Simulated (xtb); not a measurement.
xtb input (GFN1-xTB):

```bash
xtb mol.xyz --gfn 1 --sp --chrg 0 --uhf 0
```
mol.xyz:
```
2

As    -0.00000000    -0.00000000    -1.05205375
As     0.00000000     0.00000000     1.05205375
```

End of the output:

```
         :::::::::::::::::::::::::::::::::::::::::::::::::::::
         ::                     SUMMARY                     ::
         :::::::::::::::::::::::::::::::::::::::::::::::::::::
         :: total energy              -4.681597587695 Eh    ::
         :: gradient norm              0.015909478463 Eh/a0 ::
         :: HOMO-LUMO gap              2.374687632783 eV    ::
         ::.................................................::
         :: SCC energy                -4.699647973178 Eh    ::
         :: -> electrostatic           0.000044531068 Eh    ::
         :: repulsion energy           0.018547139458 Eh    ::
         :: dispersion energy         -0.000496753975 Eh    ::
         :: halogen bond corr.         0.000000000000 Eh    ::
         :: add. restraining           0.000000000000 Eh    ::
         :: total charge               0.000000000000 e     ::
         :::::::::::::::::::::::::::::::::::::::::::::::::::::

           -------------------------------------------------
          |                Property Printout                |
           -------------------------------------------------

    * Orbital Energies and Occupations

         #    Occupation            Energy/Eh            Energy/eV
      -------------------------------------------------------------
         1        2.0000           -0.6904421             -18.7879
         2        2.0000           -0.6109001             -16.6234
         3        2.0000           -0.3587021              -9.7608
         4        2.0000           -0.3554785              -9.6731
         5        2.0000           -0.3554785              -9.6731 (HOMO)
         6                         -0.2682103              -7.2984 (LUMO)
         7                         -0.2682103              -7.2984
         8                         -0.0897480              -2.4422
         9                         -0.0745495              -2.0286
        10                         -0.0745495              -2.0286
        11                          0.0139540               0.3797
        12                          0.0139540               0.3797
        13                          0.0199551               0.5430
        14                          0.0199551               0.5430
        15                          0.1430777               3.8933
        16                          0.2961214               8.0579
       ...                                ...                  ...
        18                          1.2657826              34.4437
      -------------------------------------------------------------
                  HL-Gap            0.0872682 Eh            2.3747 eV
             Fermi-level           -0.3118444 Eh           -8.4857 eV

  Mulliken/CM5 charges         n(s)   n(p)   n(d)
     1As   -0.00000 -0.00000   1.886  3.009  0.105
     2As    0.00000  0.00000   1.886  3.009  0.105

Wiberg/Mayer (AO) data.
largest (>0.10) Wiberg bond orders for each atom
Note: The following floating-point exceptions are signalling: IEEE_DENORMAL
normal termination of xtb

 ---------------------------------------------------------------------------
     #   Z sym  total        # sym  WBO       # sym  WBO       # sym  WBO
 ---------------------------------------------------------------------------
     1  33 As   3.110 --     2 As   3.110
     2  33 As   3.110 --     1 As   3.110
 ---------------------------------------------------------------------------

Topologies differ in total number of bonds
Writing topology from bond orders to xtbtopo.mol

 dipole moment from electron density (au)
     X       Y       Z
   0.0000  -0.0000   0.0000  total (Debye):    0.000

           -------------------------------------------------
          | TOTAL ENERGY               -4.681597587695 Eh   |
          | GRADIENT NORM               0.015909478463 Eh/α |
          | HOMO-LUMO GAP               2.374687632783 eV   |
           -------------------------------------------------

------------------------------------------------------------------------
------------------------------------------------------------------------
 total:
 SCF:
```
